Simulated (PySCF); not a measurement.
C3H8OSi. Atoms are numbered in the order given.

```xyz
13

Si     0.8573    -0.0102     0.0000
C      0.2695    -1.7756     0.0000
C     -1.0330    -2.0824     0.0000
O     -0.5165     0.9346     0.0000
C     -0.4975     2.3406     0.0000
H      1.6939     0.2901     1.2043
H      1.6939     0.2901    -1.2043
H      1.0052    -2.5916     0.0000
H     -1.3873    -3.1203     0.0000
H     -1.7968    -1.2964     0.0000
H      0.0108     2.7446     0.8958
H     -1.5349     2.7096     0.0000
H      0.0108     2.7446    -0.8958
```

The structure is a stationary point at ωB97X-D3(BJ)/def2-SVP. One conformer was computed; it need not be the lowest.

These are SMD-PBE0/def2-SVP run with PySCF values and carry that method's errors.

Solvation free energies are E(SMD) − E(gas) at the gas-phase geometry, for 1 M in both phases. In vacuum the dipole moment is 0.45 D.

Task: Estimate the solvation free energies in water, ethylethanoate, 1-octanol. (An estimate is asked for; the answer gives what the named calculation found.)

Result: 
```tsv
solvent	ΔG(solv) (kcal/mol)	its non-electrostatic (CDS) part	dipole (D)
water	1.3	5.0	0.61
ethylethanoate	-1.6	0.3	0.52
1-octanol	-1.2	1.8	0.56
```
